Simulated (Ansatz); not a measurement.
HO3S, charge +1, singlet, at a GFN2-xTB geometry; PBE/cc-pVDZ run with Ansatz (a first-principles code).

The Ansatz input:
Ansatz 0.2 input:
```yaml
crystal:
  periodic: [false, false, false]
  atoms:
    - {symbol: O, position_ang: [-0.61319824, 1.18992875, -0.52105989]}
    - {symbol: S, position_ang: [-0.12090200, -0.00478382, -0.00062349]}
    - {symbol: O, position_ang: [-0.79725414, -1.12276981, 0.46133612]}
    - {symbol: O, position_ang: [1.39317081, -0.12325721, 0.08327097]}
    - {symbol: H, position_ang: [2.07268455, 0.52532719, -0.17840183]}
basis:
  gaussian:
    orbitals: cc-pVDZ
    final_grid: {core_spheres: 4, valence_spheres: 8, degree: 17}
hamiltonian:
  xc: pbe
total_charge: 1
```

Write the output that Ansatz gives for this input, abridged.


```
Functional definition: PBE
714 factors; their error is unknown
mean field evaluation 1: about -16951.0417 eV, gradient 1.1e2 eV
mean field evaluation 2: about -16897.2094 eV, gradient 2.0e2 eV
mean field evaluation 4: about -16968.4253 eV, gradient 2.8e1 eV
mean field evaluation 8: about -16969.7864 eV, gradient 1.2e-1 eV
mean field evaluation 16: about -16969.7445 eV, gradient 6.3e-5 eV
mean field -16969.74449034 eV, -623.6266075141 hartree, gradient 6.3e-5 eV, S^2 0.000000; 0 other end points of the search recorded, 0 dependent functions left out
reference -16969.74450263 eV, -623.6266079659 hartree; 20, 20 occupied and 45, 45 virtual orbitals, 714 factors
Total energy: -16969.74450263 eV, -623.6266079659 hartree
```
